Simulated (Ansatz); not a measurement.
`CN(C)c1ccc(-c2ccc(-c3ccc(-c4ccc(-c5ccc(-c6ccc(C#N)cc6)cc5)cc4)cc3)cc2)cc1`. The state is a singlet with charge 0. Geometry r2SCAN-D4/def2-SVP, basis def2-SVP, Ansatz.

Cartesian coordinates in Å:
```
C 12.748 -2.410 -0.851
N 12.154 -1.119 -0.590
C 12.994 0.040 -0.392
C 10.784 -0.992 -0.529
C 10.167 0.264 -0.303
C 8.782 0.380 -0.240
C 7.929 -0.729 -0.400
C 6.462 -0.595 -0.332
C 5.611 -1.431 -1.082
C 4.226 -1.305 -1.016
C 3.618 -0.335 -0.196
C 2.149 -0.202 -0.124
C 1.335 -0.456 -1.245
C -0.050 -0.329 -1.177
C -0.690 0.054 0.017
C -2.160 0.187 0.091
C -2.910 0.634 -1.014
C -4.294 0.764 -0.943
C -4.997 0.449 0.236
C -6.465 0.587 0.314
C -7.141 1.603 -0.391
C -8.525 1.734 -0.318
C -9.299 0.858 0.467
C -10.767 1.000 0.548
C -11.461 0.688 1.735
C -12.843 0.819 1.819
C -13.577 1.272 0.705
C -14.998 1.410 0.784
N -16.157 1.523 0.849
C -12.897 1.588 -0.488
C -11.515 1.451 -0.558
C -8.625 -0.157 1.173
C -7.242 -0.291 1.096
C -4.248 -0.001 1.341
C -2.863 -0.126 1.270
C 0.122 0.306 1.139
C 1.507 0.183 1.070
C 4.466 0.503 0.554
C 5.851 0.376 0.488
C 8.548 -1.974 -0.628
C 9.930 -2.113 -0.690
H 13.839 -2.305 -0.892
H 12.412 -2.832 -1.817
H 12.507 -3.148 -0.063
H 14.047 -0.263 -0.442
H 12.827 0.815 -1.164
H 12.823 0.510 0.594
H 10.772 1.164 -0.190
H 8.350 1.374 -0.092
H 6.047 -2.185 -1.745
H 3.600 -1.986 -1.600
H 1.800 -0.740 -2.194
H -0.651 -0.550 -2.064
H -2.395 0.902 -1.941
H -4.846 1.098 -1.826
H -6.566 2.326 -0.976
H -9.012 2.559 -0.847
H -10.902 0.363 2.617
H -13.366 0.584 2.749
H -13.465 1.929 -1.357
H -11.005 1.673 -1.499
H -9.199 -0.880 1.759
H -6.754 -1.115 1.623
H -4.759 -0.237 2.279
H -2.315 -0.493 2.142
H -0.339 0.623 2.079
H 2.106 0.371 1.965
H 4.031 1.280 1.189
H 6.476 1.032 1.100
H 7.930 -2.871 -0.729
H 10.349 -3.107 -0.851
```

```json
{"run": "A", "HOMO (eV)": "-5.34", "LUMO (eV)": "-2.02"}
{"run": "B", "HOMO (eV)": "-6.95", "LUMO (eV)": "1.22"}
{"run": "C", "HOMO (eV)": "-4.63", "LUMO (eV)": "-2.90"}
{"run": "D", "HOMO (eV)": "-4.96", "LUMO (eV)": "-2.41"}
{"run": "E", "HOMO (eV)": "-4.46", "LUMO (eV)": "-2.68"}
{"run": "F", "HOMO (eV)": "-4.64", "LUMO (eV)": "-2.67"}
```

Single mean-field runs in def2-SVP are fitted with def2-universal-jkfit.

Question: The runs used HF, LDA (SPW92), PBE, PBE0, r2SCAN, r2SCANh. Estimate which is which.

Answer: A PBE0 (25 % exact exchange); B HF (100 % exact exchange); C LDA (SPW92) (0 % exact exchange); D r2SCANh (10 % exact exchange); E PBE (0 % exact exchange); F r2SCAN (0 % exact exchange). Exact exchange lowers occupied and raises empty levels; among semilocal functionals meta-GGAs tend to open the gap a little, and such runs are hard to tell apart. The gap grows from 1.73 eV (LDA (SPW92)) to 8.17 eV (HF).
